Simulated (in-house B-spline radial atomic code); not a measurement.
# Ionising Nb5+ with different functionals

Computed with a B-spline radial code for spherical atoms: four-component Dirac-Coulomb Hamiltonian, Fermi nucleus of rms radius 4.324 fm, spin-restricted, spherical fractional occupations for the functionals. The ionisation energy is the difference of two self-consistent energies, [Ar] 3d10 4s2 4p6 → [Ar] 3d10 4s2 4p5, without Breit or QED terms; ε is the level of the shell that loses the electron (mean over j). The electron is taken from both j subshells in proportion to 2j + 1, so the result is a j average, not the step between ground levels.

Hybrids are left out here: with spherical fractional occupations of an open shell their exact exchange keeps a self-interaction that integer-occupation calculations don't have.

```tsv
method	rung	ΔSCF (eV)	-ε(4p) (eV)
LDA VWN5	LDA	102.99	94.15
relativistic LDA	LDA	102.94	94.11
LDA PW92	LDA	102.98	94.14
LDA exchange-only	LDA	101.18	92.35
PBE	GGA	102.84	94.01
PBEsol	GGA	102.82	93.99
BLYP	GGA	102.63	93.80
RPBE	GGA	102.82	94.00
PW91	GGA	102.94	94.11
BP86	GGA	102.94	94.11
AM05	GGA	102.83	94.00
OLYP	GGA	103.16	94.32
```

Q: How do they compare with the NIST value?

A: NIST lists 102.07 eV ± 0.006 (semi-empirical, ground level to ground level). Errors run from -0.89 to +1.09 eV. The correlated functionals all miss on the same side by more than they spread, so the cause is common to them (Breit-QED terms, spin polarisation, the choice among j levels, multiplet and fine-structure energies, or a listed next ion that isn't the cheapest removal here) and closeness doesn't rank the functionals.
